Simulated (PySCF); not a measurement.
C3H3BFNO, SMILES C(#N)[C@H]1B(F)OC1. Geometry optimised at PBE-D3(BJ)/def2-SVP. The structure was generated by enumeration; whether it is a known compound was not checked.

Question: Give the equilibrium geometry at PBE-D3(BJ)/def2-SVP (PySCF confirms it by a frequency run) as a Z-matrix. (The exact figures need the calculation; the answer reports its results.)

Answer: 
```
C
H 1 1.1098
C 1 1.4478 2 110.81
N 3 1.1726 2 151.78 1 179.97
C 1 1.5582 2 113.23 3 135.25
H 5 1.1074 1 114.59 2 -136.42
H 5 1.1078 6 110.67 1 -131.79
O 5 1.4689 6 110.56 7 -122.71
B 8 1.3661 5 90.00 6 -116.02
F 9 1.3193 8 126.78 5 178.73
```
Charge 0, spin multiplicity 1.
